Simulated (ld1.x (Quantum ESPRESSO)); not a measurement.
Bi (Z = 83), TM: configuration errors across variants

bismuth (Bi), norm-conserving Troullier–Martins (Kleinman–Bylander form), made with ld1.x (Quantum ESPRESSO) 7.5 (PBE, scalar-relativistic). Core [Xe] 4f14 5d10, reference 6s1 6p4. Waves: 6s (bound): rc 1.80 bohr; 6p (bound): rc 2.65 bohr; 6d channel at 0.45 Ry: rc 2.70 bohr. Local part: all-electron potential smoothed inside 1.75 bohr (lloc = -1). Core correction: Bessel-smoothed model core, default radius (core density twice the valence density).

All-electron excitation energies from the reference (eV): (1) 6s2 6p3 -10.082; (2) 6s2 6p2 -2.170; (3) 6s2 6p1 13.077; (4) 6s2 6p0 36.420; (5) 6s1 6p3 8.649; (6) 6s1 6p0 81.825; (7) 6s2 6p3.3 -11.176.

The default core radius of the base comes out at 1.81 bohr.

2 further variants failed, have other tests or too few solved ones, and are left out.

A true bound ghost makes a file unfit for plane-wave use even where its test errors are small: the radial tests pick states by their node count and pass the ghost by.

Errors AE − PS in meV (a dash: test not solved or not reliable):

```tsv
change	(1)	(2)	(3)	(4)	(5)	(6)	(7)	bound ghosts
base	-18	-20	-32	-164	+2.3	-614	-15	s
local potential the s channel	-26	-19	-42	-161	-11	-603	-28	none
core correction none	+24	+28	+62	+101	+21	+173	+26	s
type TM semilocal; local potential the s channel	-26	-19	-42	-161	-10	-603	-28	none
wave 6d channel at 0.45 Ry: rc 2.70 bohr becomes 6d channel at 0.45 Ry: rc 3.88 bohr	-18	-20	-32	-164	+2.3	-614	-15	s
```

Problem. Give the same row for: all radii but the core radius scaled by about 0.78 (s 1.40, p 2.06, d 2.10 bohr); local potential all-electron potential smoothed inside 1.36 bohr (lloc = -1).

Solution. -55, -49, -75, -196, -12, -599, -57; bound ghosts: s, p.
